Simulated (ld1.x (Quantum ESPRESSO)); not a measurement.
What one change does to a pseudopotential (zirconium, TM)

ld1.x (Quantum ESPRESSO) 7.5 input, shortened:

```
&input
   title='Zr', zed=40., rel=0, dft='PBE', iswitch=3,
   config='[Kr] 4d2 5s1 5p0'
 /
 &inputp
   pseudotype=2, tm=.true., lloc=0,
   nlcc=.true.
 /
3
4P  2  1   6.00   0.00  1.35  1.35  0.0
4D  3  2   2.00   0.00  2.20  2.20  0.0
5S  1  0   1.00   0.00  3.30  3.30  0.0
 &test
   configts(1)='4p6 4d2 5s1 5p0'
 /
```

All-electron outer shells of the reference configuration (PBE, non-relativistic, ld1.x):

```csv
shell,level (eV),outermost node (bohr),outermost maximum (bohr)
4s,-58.83,0.56,1.10
4p,-38.85,0.57,1.19
4d,-10.30,0.58,1.57
5s,-9.67,1.49,3.08
5p,-6.24,1.69,3.71
```

Change: functional LDA (PZ).

Cutoffs: the cutoffs (Ry, on a coarse ladder) from which the occupation-weighted sum of valence levels, in a spherical-Bessel basis at the reference potential, stays within 10 and 1 mRy of its value at 400 Ry; they do not see the model core or the augmentation charge, which bear on the density cutoff. Errors are all-electron minus pseudo energies relative to the spin-unpolarised reference configuration.

Task: What does the change do?

Result: The potential gets neither clearly harder nor softer (55 Ry and 100 Ry → 55 Ry and 100 Ry); the number of tests that count goes from 7 to 9; of the 7 tests that both files solve, the error grows in 0 and shrinks in 2 by more than 15 % and 0.3 meV (median size 56.6 → 53.1 meV); neither file shows a bound ghost at the reference potential, the only one tested.

| quantity | base | changed |
| --- | --- | --- |
| cutoff, loose | 55 Ry | 55 Ry |
| cutoff, tight | 100 Ry | 100 Ry |
| bound ghosts | none | none |
| error for 4p6 4d2 5s2 5p0, meV [ΔE -6.92 → -7.13 eV] | -3.0 | -1.9 |
| error for 4p6 4d2 5s0 5p0, meV [ΔE 12.61 → 12.90 eV] | -9.3 | -7.9 |
| error for 4p6 4d1 5s0 5p0, meV [ΔE 35.57 → 36.05 eV] | -57 | -53 |
| error for 4p6 4d2 5s1 5p1, meV [ΔE -4.09 → -4.23 eV] | -491 | -519 |
| error for 4p5 4d2 5s2 5p0, meV [ΔE 30.88 → 30.74 eV] | -337 | -330 |
| error for 4p6 4d0 5s0 5p0, meV [ΔE 70.24 → 70.87 eV] | -194 | -177 |
| error for 4p6 4d2.5 5s1.5 5p0, meV [ΔE -6.65 → -6.85 eV] | -6.4 | -6.4 |
| s: phases at 3.60 bohr within 0.05 rad from the reference energy up to (Ry; the scan ends near 5) | n/a | n/a |
| p: phases at 3.60 bohr within 0.05 rad from the reference energy up to (Ry; the scan ends near 5) | -1.1 | -1.1 |
| d: phases at 3.60 bohr within 0.05 rad from the reference energy up to (Ry; the scan ends near 5) | 0.1 | 0.1 |

Base: These tests converged, but a pseudo level misses the all-electron one widely, so the file describes the atom poorly there or has found another state: 4p6 4d1 5s0 5p0: empty 5p by 2.1 eV; 4p6 4d0 5s0 5p0: empty 5p by 3.2 eV. Changed file: These tests converged, but a pseudo level misses the all-electron one widely, so the file describes the atom poorly there or has found another state: 4p6 4d1 5s0 5p0: empty 5p by 2.2 eV; 4p6 4d0 5s0 5p0: empty 5p by 3.3 eV.
